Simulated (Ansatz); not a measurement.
Steps of a relaxation of C$_{3}$H$_{8}$OSi (`C/C([SiH3])=C\O`) with RKS PBE-D4/def2-SVP.

```sh
$ ansatz run in.yaml --threads 4 --pin off --events-out ev --progress --plain --max-ram 10444MiB
```

```yaml
crystal:
  periodic: [false, false, false]
  atoms:
    - {symbol: C, position_ang: [-1.477400, -0.170700, 0.070000]}
    - {symbol: C, position_ang: [-0.032700, 0.022000, 0.005200]}
    - {symbol: Si, position_ang: [0.874500, -1.516300, -0.470600]}
    - {symbol: C, position_ang: [0.679100, 1.187500, 0.266200]}
    - {symbol: O, position_ang: [-0.053200, 2.318000, 0.594300]}
    - {symbol: H, position_ang: [-2.029300, 0.822800, 0.332800]}
    - {symbol: H, position_ang: [-1.790700, -0.875600, 0.804200]}
    - {symbol: H, position_ang: [-1.884300, -0.409200, -0.924700]}
    - {symbol: H, position_ang: [0.633600, -2.572400, 0.574100]}
    - {symbol: H, position_ang: [2.368600, -1.234500, -0.448600]}
    - {symbol: H, position_ang: [0.476200, -1.975200, -1.783300]}
    - {symbol: H, position_ang: [1.701200, 1.315600, 0.255000]}
    - {symbol: H, position_ang: [0.554900, 3.053400, 0.740200]}
basis:
  gaussian: {orbitals: def2-SVP}
hamiltonian: {xc: pbe, dispersion: d4}
relax: {f_tol: 0.03, max_steps: 200}
```

Positions (Å) and forces (eV/Å) along the path, 6 of 6 steps:

```xyz
13
step=1 energy=-13148.0504 eV
C    -1.477   -0.171    0.070   -1.726    3.499   -0.445
C    -0.033    0.022    0.005    2.671    0.988    0.212
Si    0.875   -1.516   -0.471    1.235    0.388    1.171
C     0.679    1.188    0.266   -5.223   -0.881    0.027
O    -0.053    2.318    0.594    0.282   -0.575   -0.125
H    -2.029    0.823    0.333    0.716   -1.178   -0.182
H    -1.791   -0.876    0.804   -0.434   -1.291    0.912
H    -1.884   -0.409   -0.925   -0.202   -0.493   -0.222
H     0.634   -2.572    0.574   -0.105   -0.208   -0.101
H     2.369   -1.234   -0.449   -0.132   -0.100   -0.128
H     0.476   -1.975   -1.783   -0.334   -0.489   -0.998
H     1.701    1.316    0.255    2.978    0.036   -0.194
H     0.555    3.053    0.740    0.274    0.303    0.074
13
step=2 energy=-13148.4438 eV
C    -1.522   -0.110    0.067   -0.760    1.137   -0.070
C    -0.040    0.023    0.008    1.049    0.136   -0.042
Si    0.939   -1.503   -0.436    0.217   -0.039    0.246
C     0.630    1.182    0.258   -1.564    0.217    0.262
O    -0.063    2.315    0.630    0.255   -0.266   -0.146
H    -2.035    0.859    0.333    0.369   -0.466   -0.105
H    -1.844   -0.849    0.811   -0.129   -0.411    0.227
H    -1.933   -0.410   -0.920   -0.033   -0.163    0.013
H     0.658   -2.619    0.544    0.042    0.033    0.006
H     2.431   -1.244   -0.467   -0.127    0.044    0.036
H     0.525   -2.021   -1.768   -0.083   -0.135   -0.359
H     1.706    1.303    0.192    0.706   -0.117   -0.060
H     0.568    3.041    0.765    0.059    0.031   -0.008
13
step=3 energy=-13148.4949 eV
C    -1.545   -0.088    0.074   -0.081   -0.126   -0.082
C    -0.042    0.016    0.010    0.089   -0.231    0.041
Si    0.947   -1.506   -0.449   -0.037   -0.027    0.072
C     0.610    1.169    0.288   -0.125    0.473   -0.132
O    -0.062    2.329    0.586    0.183   -0.183    0.044
H    -2.016    0.870    0.354   -0.028    0.095    0.016
H    -1.871   -0.858    0.809    0.039    0.037   -0.018
H    -1.967   -0.406   -0.906   -0.007    0.030    0.030
H     0.695   -2.619    0.542    0.014   -0.008   -0.041
H     2.422   -1.201   -0.457    0.003    0.029   -0.010
H     0.549   -2.038   -1.809    0.017    0.041    0.056
H     1.712    1.258    0.245   -0.045   -0.071    0.015
H     0.588    3.040    0.729   -0.023   -0.059    0.009
13
step=4 energy=-13148.4975 eV
C    -1.549   -0.086    0.075   -0.211   -0.162   -0.006
C    -0.051    0.011    0.003    0.187   -0.015    0.020
Si    0.948   -1.504   -0.443   -0.016   -0.094    0.014
C     0.604    1.166    0.275   -0.090    0.301   -0.134
O    -0.056    2.326    0.583    0.123   -0.120    0.034
H    -2.013    0.863    0.394   -0.022    0.107    0.048
H    -1.865   -0.881    0.786   -0.006    0.035    0.004
H    -1.995   -0.364   -0.904    0.029    0.001   -0.041
H     0.689   -2.616    0.545    0.023   -0.014   -0.029
H     2.419   -1.182   -0.436    0.022    0.024    0.006
H     0.584   -2.045   -1.808   -0.002    0.045    0.058
H     1.706    1.244    0.227   -0.007   -0.046    0.019
H     0.599    3.033    0.719   -0.028   -0.060    0.009
13
step=5 energy=-13148.5001 eV
C    -1.559   -0.084    0.073    0.000   -0.151    0.008
C    -0.052    0.008    0.001   -0.049   -0.053   -0.049
Si    0.950   -1.510   -0.434   -0.011    0.039   -0.067
C     0.601    1.172    0.243    0.053    0.069    0.244
O    -0.051    2.320    0.598    0.062   -0.031   -0.085
H    -2.014    0.876    0.373   -0.036    0.065    0.019
H    -1.883   -0.863    0.801    0.028    0.066   -0.029
H    -1.996   -0.383   -0.906    0.017    0.027    0.007
H     0.716   -2.637    0.543   -0.012    0.019   -0.012
H     2.416   -1.162   -0.426    0.017   -0.011   -0.011
H     0.578   -2.032   -1.804    0.026   -0.009    0.053
H     1.707    1.238    0.214   -0.073   -0.006   -0.064
H     0.608    3.022    0.738   -0.021   -0.023   -0.015
13
step=6 energy=-13148.5035 eV
C    -1.563   -0.084    0.074    0.010   -0.003    0.003
C    -0.056    0.005    0.005    0.010   -0.011    0.000
Si    0.953   -1.507   -0.439   -0.019    0.022    0.005
C     0.599    1.165    0.262   -0.002   -0.022   -0.004
O    -0.050    2.317    0.595   -0.004    0.028    0.005
H    -2.015    0.883    0.366   -0.003    0.002    0.000
H    -1.890   -0.851    0.808   -0.004   -0.005    0.006
H    -1.997   -0.383   -0.905   -0.003   -0.004   -0.011
H     0.722   -2.633    0.539   -0.001    0.000    0.001
H     2.419   -1.158   -0.435    0.007    0.003    0.000
H     0.587   -2.039   -1.803   -0.001   -0.001   -0.003
H     1.702    1.231    0.213    0.010   -0.005   -0.003
H     0.609    3.019    0.735   -0.001   -0.003    0.000
```

Run time 8.5 s (4 threads of an Arm Neoverse V2 on a shared host); peak host memory 0.08 GiB.
